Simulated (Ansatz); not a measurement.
Relaxation of `C[Si](C)(C)[Si](C)(C)[Si](C)(C)[Si](C)(C)[Si](C)(C)[Si](C)(C)[Si](C)(C)[Si](C)(C)[Si](C)(C)C` with RKS PBE-D4/def2-SVP.

```sh
$ ansatz run in.yaml --threads 4 --pin off --events-out ev --progress --plain --max-ram 46080MiB --backend cuda --devices 0, --max-vram 37GiB
```

```yaml
crystal:
  periodic: [false, false, false]
  atoms:
    - {symbol: C, position_ang: [-4.236620, 1.389610, -2.749870]}
    - {symbol: Si, position_ang: [-5.139870, 1.936140, -1.155810]}
    - {symbol: C, position_ang: [-6.655320, 2.976980, -1.703440]}
    - {symbol: C, position_ang: [-3.959890, 3.115260, -0.220380]}
    - {symbol: Si, position_ang: [-5.703900, 0.057150, 0.154580]}
    - {symbol: C, position_ang: [-6.936080, 0.640920, 1.514260]}
    - {symbol: C, position_ang: [-6.694910, -1.165290, -0.946440]}
    - {symbol: Si, position_ang: [-3.926250, -1.141370, 1.184110]}
    - {symbol: C, position_ang: [-2.968380, 0.126870, 2.255680]}
    - {symbol: C, position_ang: [-4.651190, -2.389080, 2.457860]}
    - {symbol: Si, position_ang: [-2.272000, -2.230630, -0.118460]}
    - {symbol: C, position_ang: [-3.057300, -2.575160, -1.840410]}
    - {symbol: C, position_ang: [-1.907880, -3.979730, 0.592510]}
    - {symbol: Si, position_ang: [-0.160590, -1.161290, -0.401570]}
    - {symbol: C, position_ang: [0.833020, -2.184370, -1.691630]}
    - {symbol: C, position_ang: [-0.495280, 0.509010, -1.284270]}
    - {symbol: Si, position_ang: [1.330400, -0.715940, 1.378560]}
    - {symbol: C, position_ang: [0.888620, 0.978620, 2.162380]}
    - {symbol: C, position_ang: [0.974170, -2.003670, 2.763480]}
    - {symbol: Si, position_ang: [3.673660, -0.631590, 0.929610]}
    - {symbol: C, position_ang: [4.209040, -2.374830, 0.331720]}
    - {symbol: C, position_ang: [4.630350, -0.379140, 2.581080]}
    - {symbol: Si, position_ang: [4.522920, 0.983200, -0.578850]}
    - {symbol: C, position_ang: [3.615940, 2.633980, -0.213260]}
    - {symbol: C, position_ang: [3.964240, 0.498440, -2.349280]}
    - {symbol: Si, position_ang: [6.846950, 1.412250, -0.631940]}
    - {symbol: C, position_ang: [7.802610, -0.245490, -0.669070]}
    - {symbol: C, position_ang: [7.433440, 2.450510, -2.136390]}
    - {symbol: C, position_ang: [7.395870, 2.347670, 0.944730]}
    - {symbol: H, position_ang: [-3.310850, 0.874520, -2.514450]}
    - {symbol: H, position_ang: [-3.985630, 2.235580, -3.383230]}
    - {symbol: H, position_ang: [-4.848240, 0.713330, -3.338950]}
    - {symbol: H, position_ang: [-6.368170, 3.816360, -2.332290]}
    - {symbol: H, position_ang: [-7.359180, 2.372440, -2.268170]}
    - {symbol: H, position_ang: [-7.186060, 3.378890, -0.845370]}
    - {symbol: H, position_ang: [-3.005980, 2.638890, -0.017330]}
    - {symbol: H, position_ang: [-3.754870, 4.016840, -0.790310]}
    - {symbol: H, position_ang: [-4.379050, 3.421160, 0.732840]}
    - {symbol: H, position_ang: [-7.800960, 1.147530, 1.094400]}
    - {symbol: H, position_ang: [-6.451710, 1.334980, 2.194880]}
    - {symbol: H, position_ang: [-7.304710, -0.191490, 2.106400]}
    - {symbol: H, position_ang: [-6.090220, -1.508310, -1.779400]}
    - {symbol: H, position_ang: [-7.016200, -2.042540, -0.393060]}
    - {symbol: H, position_ang: [-7.584800, -0.701560, -1.361950]}
    - {symbol: H, position_ang: [-2.468670, 0.860210, 1.632480]}
    - {symbol: H, position_ang: [-2.209960, -0.353060, 2.865930]}
    - {symbol: H, position_ang: [-3.628430, 0.667020, 2.926440]}
    - {symbol: H, position_ang: [-3.867460, -2.901910, 3.008080]}
    - {symbol: H, position_ang: [-5.253130, -3.147280, 1.966640]}
    - {symbol: H, position_ang: [-5.284740, -1.891210, 3.186280]}
    - {symbol: H, position_ang: [-2.383220, -3.139860, -2.477320]}
    - {symbol: H, position_ang: [-3.976500, -3.147660, -1.755060]}
    - {symbol: H, position_ang: [-3.294570, -1.649570, -2.354970]}
    - {symbol: H, position_ang: [-1.464490, -3.918590, 1.580900]}
    - {symbol: H, position_ang: [-2.817840, -4.565640, 0.678980]}
    - {symbol: H, position_ang: [-1.222200, -4.537740, -0.038740]}
    - {symbol: H, position_ang: [1.093390, -3.160990, -1.296040]}
    - {symbol: H, position_ang: [1.756150, -1.693580, -1.984810]}
    - {symbol: H, position_ang: [0.250960, -2.344110, -2.594100]}
    - {symbol: H, position_ang: [0.426110, 1.049110, -1.479610]}
    - {symbol: H, position_ang: [-1.128580, 1.154610, -0.684750]}
    - {symbol: H, position_ang: [-0.988810, 0.362590, -2.239680]}
    - {symbol: H, position_ang: [0.922690, 1.770280, 1.421920]}
    - {symbol: H, position_ang: [-0.107370, 0.978610, 2.591500]}
    - {symbol: H, position_ang: [1.581790, 1.244950, 2.954510]}
    - {symbol: H, position_ang: [1.555360, -1.791430, 3.655710]}
    - {symbol: H, position_ang: [1.229350, -3.007830, 2.439830]}
    - {symbol: H, position_ang: [-0.073150, -2.008260, 3.052600]}
    - {symbol: H, position_ang: [3.926470, -3.146260, 1.041530]}
    - {symbol: H, position_ang: [5.284750, -2.433850, 0.198990]}
    - {symbol: H, position_ang: [3.749810, -2.623340, -0.618550]}
    - {symbol: H, position_ang: [4.341100, -1.115410, 3.324790]}
    - {symbol: H, position_ang: [5.704360, -0.464170, 2.441120]}
    - {symbol: H, position_ang: [4.431630, 0.602420, 3.000030]}
    - {symbol: H, position_ang: [3.935770, 3.424200, -0.885630]}
    - {symbol: H, position_ang: [2.540470, 2.533900, -0.321980]}
    - {symbol: H, position_ang: [3.810790, 2.971140, 0.799570]}
    - {symbol: H, position_ang: [2.883290, 0.430280, -2.423080]}
    - {symbol: H, position_ang: [4.291890, 1.225430, -3.086100]}
    - {symbol: H, position_ang: [4.374860, -0.463620, -2.638720]}
    - {symbol: H, position_ang: [7.538160, -0.834810, -1.541510]}
    - {symbol: H, position_ang: [7.578980, -0.845280, 0.207710]}
    - {symbol: H, position_ang: [8.877600, -0.093600, -0.692250]}
    - {symbol: H, position_ang: [8.506360, 2.624300, -2.115910]}
    - {symbol: H, position_ang: [6.946740, 3.421480, -2.157850]}
    - {symbol: H, position_ang: [7.201760, 1.950860, -3.072460]}
    - {symbol: H, position_ang: [8.471420, 2.496090, 0.974120]}
    - {symbol: H, position_ang: [7.118580, 1.800110, 1.839760]}
    - {symbol: H, position_ang: [6.929360, 3.325840, 1.006220]}
basis:
  gaussian: {orbitals: def2-SVP, fitting: {mean_field: def2-universal-jkfit}}
hamiltonian: {xc: pbe, dispersion: d4}
scf: {lower_state_search: "off"}
output: {orbitals: {seedname: orbitals}}
relax: {f_tol: 0.03, max_steps: 70}
```

It took 37 s on 4 threads of AMD EPYC 7R13 on a shared host and a share (37 GiB) of an NVIDIA H100 80GB HBM3, peak host memory 1.3 GiB.

Positions (Å) and forces (eV/Å) at steps 1, 2 of 7:

```xyz
89
step=1 energy=-92521.7512 eV
C    -4.237    1.390   -2.750   -0.428    0.074    0.745
Si   -5.140    1.936   -1.156    0.456    0.530   -0.414
C    -6.655    2.977   -1.703    0.520   -0.712    0.432
C    -3.960    3.115   -0.220   -0.547   -0.611   -0.286
Si   -5.704    0.057    0.155   -0.597   -0.304   -0.125
C    -6.936    0.641    1.514    0.766   -0.218   -0.410
C    -6.695   -1.165   -0.946    0.511    0.535    0.337
Si   -3.926   -1.141    1.184    0.381    0.338    0.714
C    -2.968    0.127    2.256   -0.411   -0.380   -0.465
C    -4.651   -2.389    2.458    0.141    0.419   -0.769
Si   -2.272   -2.231   -0.118   -0.173   -0.634   -0.253
C    -3.057   -2.575   -1.840    0.584    0.356    0.574
C    -1.908   -3.980    0.593   -0.214    0.838   -0.066
Si   -0.161   -1.161   -0.402    0.274    0.413   -0.763
C     0.833   -2.184   -1.692   -0.585    0.159    0.588
C    -0.495    0.509   -1.284    0.094   -0.586    0.489
Si    1.330   -0.716    1.379   -0.453    0.282    0.702
C     0.889    0.979    2.162    0.154   -0.628   -0.463
C     0.974   -2.004    2.763    0.490    0.405   -0.640
Si    3.674   -0.632    0.930    0.625   -0.589    0.098
C     4.209   -2.375    0.332   -0.273    0.757    0.093
C     4.630   -0.379    2.581   -0.707    0.037   -0.563
Si    4.523    0.983   -0.579   -0.753    0.396   -0.480
C     3.616    2.634   -0.213    0.497   -0.597   -0.031
C     3.964    0.498   -2.349    0.353    0.059    0.704
Si    6.847    1.412   -0.632    0.752   -0.134    0.281
C     7.803   -0.245   -0.669   -0.530    0.708   -0.015
C     7.433    2.451   -2.136   -0.640   -0.499    0.616
C     7.396    2.348    0.945   -0.424   -0.426   -0.680
H    -3.311    0.875   -2.514    0.694   -0.396    0.218
H    -3.986    2.236   -3.383    0.136    0.710   -0.385
H    -4.848    0.713   -3.339   -0.485   -0.528   -0.428
H    -6.368    3.816   -2.332    0.385    0.527   -0.420
H    -7.359    2.372   -2.268   -0.524   -0.465   -0.414
H    -7.186    3.379   -0.845   -0.394    0.283    0.657
H    -3.006    2.639   -0.017    0.705   -0.415    0.151
H    -3.755    4.017   -0.790    0.072    0.632   -0.521
H    -4.379    3.421    0.733   -0.337    0.223    0.739
H    -7.801    1.148    1.094   -0.548    0.347   -0.465
H    -6.452    1.335    2.195    0.353    0.526    0.526
H    -7.305   -0.191    2.106   -0.213   -0.683    0.402
H    -6.090   -1.508   -1.779    0.484   -0.273   -0.636
H    -7.016   -2.043   -0.393   -0.187   -0.627    0.509
H    -7.585   -0.702   -1.362   -0.649    0.435   -0.264
H    -2.469    0.860    1.632    0.390    0.570   -0.494
H    -2.210   -0.353    2.866    0.571   -0.470    0.423
H    -3.628    0.667    2.926   -0.573    0.407    0.512
H    -3.867   -2.902    3.008    0.678   -0.311    0.309
H    -5.253   -3.147    1.967   -0.462   -0.594   -0.366
H    -5.285   -1.891    3.186   -0.466    0.481    0.467
H    -2.383   -3.140   -2.477    0.558   -0.426   -0.459
H    -3.977   -3.148   -1.755   -0.663   -0.403    0.244
H    -3.295   -1.650   -2.355   -0.197    0.714   -0.391
H    -1.464   -3.919    1.581    0.352    0.053    0.771
H    -2.818   -4.566    0.679   -0.733   -0.389    0.046
H    -1.222   -4.538   -0.039    0.527   -0.284   -0.554
H     1.093   -3.161   -1.296    0.216   -0.760    0.300
H     1.756   -1.694   -1.985    0.646    0.490   -0.089
H     0.251   -2.344   -2.594   -0.498   -0.111   -0.671
H     0.426    1.049   -1.480    0.761    0.366   -0.112
H    -1.129    1.155   -0.685   -0.487    0.501    0.473
H    -0.989    0.363   -2.240   -0.399   -0.211   -0.714
H     0.923    1.770    1.422    0.050    0.626   -0.584
H    -0.107    0.979    2.591   -0.794   -0.095    0.292
H     1.582    1.245    2.955    0.592    0.116    0.579
H     1.555   -1.791    3.656    0.483    0.192    0.659
H     1.229   -3.008    2.440    0.181   -0.783   -0.247
H    -0.073   -2.008    3.053   -0.797    0.125    0.067
H     3.926   -3.146    1.042   -0.269   -0.518    0.600
H     5.285   -2.434    0.199    0.841    0.038   -0.079
H     3.750   -2.623   -0.619   -0.375   -0.192   -0.750
H     4.341   -1.115    3.325   -0.271   -0.583    0.538
H     5.704   -0.464    2.441    0.754   -0.079   -0.283
H     4.432    0.602    3.000   -0.141    0.756    0.332
H     3.936    3.424   -0.886    0.305    0.564   -0.546
H     2.540    2.534   -0.322   -0.803   -0.199   -0.098
H     3.811    2.971    0.800    0.150    0.265    0.795
H     2.883    0.430   -2.423   -0.831   -0.045    0.053
H     4.292    1.225   -3.086    0.299    0.603   -0.495
H     4.375   -0.464   -2.639    0.308   -0.754   -0.227
H     7.538   -0.835   -1.542   -0.230   -0.437   -0.676
H     7.579   -0.845    0.208   -0.220   -0.431    0.683
H     8.878   -0.094   -0.692    0.803    0.227   -0.025
H     8.506    2.624   -2.116    0.767    0.018    0.186
H     6.947    3.421   -2.158   -0.379    0.711    0.004
H     7.202    1.951   -3.072   -0.190   -0.390   -0.688
H     8.471    2.496    0.974    0.815    0.059   -0.101
H     7.119    1.800    1.840   -0.241   -0.448    0.674
H     6.929    3.326    1.006   -0.382    0.745    0.022
89
step=2 energy=-92522.6255 eV
C    -4.177    1.326   -2.753   -0.112    0.158    0.241
Si   -5.046    1.897   -1.156   -0.172   -0.081    0.043
C    -6.625    2.868   -1.642    0.329   -0.174    0.074
C    -3.904    3.077   -0.186   -0.171   -0.198   -0.184
Si   -5.660    0.005    0.132    0.209    0.151    0.082
C    -6.833    0.605    1.531    0.155   -0.105   -0.253
C    -6.651   -1.195   -0.986    0.226    0.111    0.225
Si   -3.805   -1.040    1.235   -0.224   -0.176   -0.177
C    -2.891    0.240    2.325   -0.211   -0.178   -0.163
C    -4.617   -2.341    2.402    0.232    0.227   -0.135
Si   -2.223   -2.201   -0.136    0.089    0.191    0.045
C    -2.957   -2.505   -1.885    0.035    0.029    0.331
C    -1.898   -3.928    0.640   -0.013    0.310   -0.156
Si   -0.130   -1.064   -0.485   -0.053   -0.221    0.116
C     0.800   -2.195   -1.733   -0.097    0.276    0.201
C    -0.483    0.618   -1.330    0.091   -0.277    0.078
Si    1.297   -0.650    1.393    0.161   -0.189   -0.096
C     0.856    1.051    2.154    0.122   -0.259   -0.079
C     1.050   -1.992    2.750   -0.079    0.262   -0.263
Si    3.662   -0.689    0.901   -0.220    0.253    0.031
C     4.201   -2.417    0.277   -0.101    0.291    0.102
C     4.533   -0.382    2.590   -0.096   -0.066   -0.338
Si    4.391    1.000   -0.625    0.132   -0.160    0.145
C     3.562    2.681   -0.217    0.114   -0.296   -0.092
C     3.905    0.477   -2.403    0.075    0.154    0.272
Si    6.761    1.328   -0.559   -0.099    0.082   -0.143
C     7.733   -0.313   -0.633   -0.206    0.249    0.046
C     7.267    2.374   -2.082   -0.062   -0.190    0.279
C     7.297    2.296    0.996   -0.122   -0.205   -0.216
H    -3.231    0.808   -2.524    0.168   -0.084    0.044
H    -3.944    2.199   -3.388    0.076    0.152   -0.155
H    -4.812    0.641   -3.339   -0.129   -0.120   -0.074
H    -6.335    3.724   -2.276    0.009    0.197   -0.139
H    -7.334    2.248   -2.217   -0.098   -0.139   -0.100
H    -7.158    3.265   -0.762   -0.058    0.046    0.178
H    -2.931    2.604    0.028    0.186   -0.081    0.039
H    -3.716    3.990   -0.777    0.061    0.186   -0.108
H    -4.351    3.383    0.776   -0.099    0.027    0.160
H    -7.705    1.116    1.085   -0.177    0.100   -0.061
H    -6.341    1.314    2.218    0.128    0.112    0.092
H    -7.208   -0.245    2.127   -0.066   -0.168    0.120
H    -6.046   -1.551   -1.836    0.126   -0.062   -0.146
H    -6.983   -2.075   -0.409   -0.068   -0.187    0.098
H    -7.550   -0.698   -1.391   -0.141    0.124   -0.049
H    -2.382    0.996    1.706    0.087    0.127   -0.104
H    -2.131   -0.266    2.944    0.152   -0.102    0.123
H    -3.590    0.764    3.001   -0.131    0.093    0.117
H    -3.833   -2.869    2.971    0.123   -0.140    0.150
H    -5.211   -3.098    1.861   -0.047   -0.062   -0.149
H    -5.284   -1.840    3.124   -0.122    0.091    0.136
H    -2.269   -3.083   -2.525    0.155   -0.104   -0.091
H    -3.888   -3.088   -1.775   -0.192   -0.113   -0.036
H    -3.208   -1.565   -2.404   -0.026    0.175   -0.058
H    -1.457   -3.861    1.649    0.080    0.056    0.176
H    -2.833   -4.509    0.712   -0.182   -0.081    0.009
H    -1.197   -4.491    0.000    0.149   -0.132   -0.110
H     1.056   -3.176   -1.298    0.013   -0.124    0.124
H     1.739   -1.703   -2.036    0.217    0.056   -0.108
H     0.197   -2.371   -2.640   -0.121   -0.016   -0.165
H     0.459    1.150   -1.546    0.182    0.124   -0.057
H    -1.108    1.271   -0.700   -0.094    0.087    0.124
H    -1.011    0.457   -2.286   -0.092    0.003   -0.185
H     0.910    1.859    1.406    0.019    0.128   -0.146
H    -0.162    1.039    2.575   -0.179   -0.001    0.072
H     1.561    1.294    2.968    0.127    0.061    0.155
H     1.660   -1.785    3.645    0.125    0.071    0.139
H     1.298   -3.006    2.393    0.045   -0.135   -0.114
H    -0.012   -1.991    3.052   -0.217   -0.056    0.121
H     3.908   -3.193    1.005   -0.060   -0.159    0.139
H     5.297   -2.459    0.157    0.210   -0.001   -0.025
H     3.740   -2.668   -0.692   -0.099   -0.024   -0.179
H     4.233   -1.130    3.344   -0.070   -0.154    0.128
H     5.623   -0.466    2.443    0.241   -0.008    0.029
H     4.324    0.621    2.999   -0.070    0.176    0.019
H     3.914    3.472   -0.901    0.068    0.133   -0.140
H     2.468    2.595   -0.326   -0.238    0.022   -0.020
H     3.777    3.005    0.816    0.047    0.008    0.177
H     2.809    0.407   -2.491   -0.232   -0.025   -0.053
H     4.260    1.221   -3.136    0.052    0.138   -0.148
H     4.336   -0.501   -2.677    0.076   -0.169    0.002
H     7.467   -0.902   -1.527   -0.072   -0.103   -0.161
H     7.529   -0.932    0.257   -0.028   -0.140    0.168
H     8.820   -0.116   -0.669    0.179    0.043    0.006
H     8.357    2.545   -2.044    0.219    0.058   -0.034
H     6.773    3.361   -2.094   -0.115    0.161    0.030
H     7.038    1.866   -3.034   -0.061   -0.120   -0.152
H     8.391    2.455    0.982    0.189    0.019    0.001
H     7.043    1.748    1.919   -0.047   -0.094    0.183
H     6.814    3.287    1.044   -0.114    0.163   -0.008
```

Single mean-field runs in def2-SVP are fitted with def2-universal-jkfit.
